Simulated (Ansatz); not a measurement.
AgLi (`[Li][Ag]`). Total charge 0; spin multiplicity 1. Ag: def2 effective core potential.

Cartesian coordinates in Å:
```
Li -1.131 -0.189 0.358
Ag 1.131 0.189 -0.358
```

Problem. What are the harmonic wavenumbers in cm⁻¹ at PBE0-D4/def2-TZVP (Ansatz, finite differences of forces, unscaled)? (An estimate is asked.)

Solution. Computed: 374.

Problem. Is this a minimum?

Solution. Yes, all 1 modes are real.

Problem. Give the ideal-gas thermochemistry at 298.15 K and 1 bar (rigid rotor, harmonic oscillator; point group C∞v, symmetry number 1).

Solution. Zero-point energy 2.2 kJ/mol; H(298) − E = 11.8 kJ/mol; entropy 231.8 J/(mol·K), of which translation 168.0, rotation 59.3, vibration 4.5; G(298) − E = -57.3 kJ/mol.

Problem. And at 400, 500, 600, 800 and 1000 K?

Solution. 
| T (K) | H − E (kJ/mol) | S (J/mol/K) | G − E (kJ/mol) |
| --- | --- | --- | --- |
| 400 | 15.5 | 242.4 | -81.5 |
| 500 | 19.1 | 250.5 | -106.1 |
| 600 | 22.8 | 257.2 | -131.5 |
| 800 | 30.2 | 267.8 | -184.1 |
| 1000 | 37.6 | 276.1 | -238.5 |
